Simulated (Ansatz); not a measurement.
Task: Name a neutral molecule of C, Cl, Ga, S and H with HOMO energy (B3LYP/def2-TZVPP) between -6.45 and -6.15 eV and zero-point energy (PBE0-D4/def2-TZVP) between 131 and 147 kJ/mol (Ansatz, PBE0-D4/def2-TZVP geometry).

Result: `[Cl][Ga]1[CH2]S[CH2]1` (-6.35 eV, 145.5 kJ/mol). Other molecules can fit too; these were computed, each in one conformer that needn't be the lowest.

B3LYP here is the variant with VWN-RPA as its local correlation; programs differ in this.
